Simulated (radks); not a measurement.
Results of a calculation; reference values are marked as such.
Neutral argon inside a hard spherical wall (all orbitals vanish at R), configuration held at [Ar] and not refilled when levels cross. Code: a radial shooting solver on a logarithmic mesh with Libxc functionals. Model: scalar-relativistic Kohn-Sham, LDA (Slater exchange, VWN5 correlation), spin-polarised, spherical densities, finite nucleus; Fermi nuclear charge, rms radius 3.4274 fm. Eigenvalues in eV for spin up, with the zero of energy where the potential of the charges vanishes at infinity; a dash marks a level that is unbound or too diffuse for the functional's potential to be trusted. A positive occupied level is held by the wall or, in an anion where self-interaction has pushed it up, behind a barrier. The pressure on the wall is -dE/dV.

R (bohr)  E (hartree)  kinetic (hartree)    e(2s)    e(2p)    e(3s)    e(3p)  e(4s, empty)  e(4p, empty)  pressure (GPa)
free       -527.81491            530.179  -295.97  -229.88  -24.267  -10.388        -0.267             -               0
15         -527.81491            530.179  -295.97  -229.88  -24.267  -10.388        -0.202         0.846        < 0.0001
12         -527.81491            530.179  -295.97  -229.88  -24.267  -10.388        -0.077         1.273        < 0.0001
6          -527.81182            530.208  -295.78  -229.69  -24.121  -10.242         3.207         6.929           0.355
4          -527.70314            530.889  -292.81  -226.68  -22.041   -8.006        16.175        23.382            30.3
3.5        -527.52860            531.798  -289.68  -223.51  -19.907   -5.615        26.516        35.169             105
2          -521.46738            552.898  -246.82  -179.51   17.621   36.062        171.73        182.27            8520
1.5        -506.28407            593.596  -196.97  -127.32   90.145   110.81        398.80        396.37           58900
